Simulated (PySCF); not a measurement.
**BrWN + HCl → ClWN + HBr**

Level: PBE0 in the def2-TZVP basis family, computed in PySCF with density fitting; scalar-relativistic core potentials for atoms from Rb on, none lighter, no spin–orbit coupling; open shells unrestricted.

| species | state and structure | E (Eh) | ZPE (kJ/mol) | H(298 K) − H(0) (kJ/mol) | S° (J/(mol K)) |
| --- | --- | --- | --- | --- | --- |
| BrWN | triplet, Cs, W–Br 2.419 Å, W–N 1.654 Å; Br–W–N 108.6° | -2695.63272 | 9.6 | 12.7 | 315.8 |
| HCl | singlet, C∞v, H–Cl 1.279 Å | -460.66440 | 17.9 | 8.7 | 186.6 |
| ClWN | triplet, Cs, W–Cl 2.270 Å, W–N 1.655 Å; Cl–W–N 108.7° | -581.83608 | 10.5 | 12.2 | 304.3 |
| HBr | singlet, C∞v, H–Br 1.421 Å | -2574.45811 | 16.0 | 8.7 | 198.5 |

(1) What is the electronic reaction energy?

(2) Add zero-point, thermal and entropy terms for 298.15 K and 1 bar.

## Answers

(1) At PBE0/def2-TZVP, ΔE = 7.7 kJ/mol from the differences of the total energies times 2625.5, uphill. 

(2) ΔZPE = -1.0 and Δ[H(298) − H(0)] = -0.5 kJ/mol give ΔH° = 6.2 kJ/mol. ΔS° = 0.4 J/(mol K), so ΔG° = 6.2 − 298.15 × (0.0004) = 6 kJ/mol and log₁₀K = -1.1.

Spin–orbit coupling can matter for BrWN, ClWN and is left out. Open d or f shells are single determinants, so the state found may not be the ground state. The structures come from searches over a few start shapes, so lower isomers are not excluded.
